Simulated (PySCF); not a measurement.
Correlation energy of C²⁺ (carbon, charge +2)

[He] 2s2, closed-shell 1S. All numbers are calculated (PySCF 2.14, no relativity, point nucleus, in cc-pVTZ (4s3p2d1f, 30 functions)). Frozen: 1s2; 2 electrons correlated.

Total MP2 correlation energy: -43.00 mhartree.

Same-spin part 0.00 and opposite-spin part -43.00 mhartree; SCS-MP2 scales them by 1/3 and 6/5 to -51.60 mhartree.

With two correlated electrons CCSD is exact within the correlated space (frozen core and kept virtual orbitals).

```tsv
level	correlation energy (mhartree)
CCSD	-72.89
```

Diagnostics: T1 = 0.0085, D1 = 0.0120, largest double amplitude 0.156.

**Question.** Is a single reference adequate?

**Answer.** Not fully. A double-excitation amplitude exceeds 0.15, a sign of near-degeneracy.
